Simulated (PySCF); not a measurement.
GeH₅Si, SMILES [SiH3][GeH2], multiplicity 2.

Coordinates come from a PBE-D3(BJ)/def2-TZVP optimisation. The isomer is the one that the SMILES or the coordinates give; other isomers of the formula were not compared.

Method: PySCF with TDA-PBE/def2-SVPD.

Vertical excitations. Gas-phase values at a fixed geometry.

Computed excitation energies, oscillator strengths and character:
```
state    energy (eV)  λ (nm)      f                             main pairs
-------  -----------  ------  -----  -------------------------------------
root 1          3.58     347  0.008                       β HOMO→LUMO 98 %
root 2          4.27     290  0.014                       α HOMO→LUMO 98 %
root 3          4.32     287  0.001                     β HOMO−1→LUMO 98 %
root 4          4.53     273  0.001                     α HOMO→LUMO+1 97 %
root 5          4.74     261  0.021                     α HOMO→LUMO+2 95 %
root 6          4.88     254  0.007  α HOMO→LUMO+3 8 %, β HOMO−2→LUMO 87 %
root 7          5.03     246  0.001                     β HOMO−3→LUMO 98 %
root 8          5.30     234  0.100  α HOMO→LUMO+3 87 %, β HOMO−2→LUMO 6 %
root 9          5.59     222  0.027                     α HOMO→LUMO+4 97 %
root 10         5.61     221  0.038                     α HOMO→LUMO+5 97 %
```
Unrestricted roots are not spin-pure.
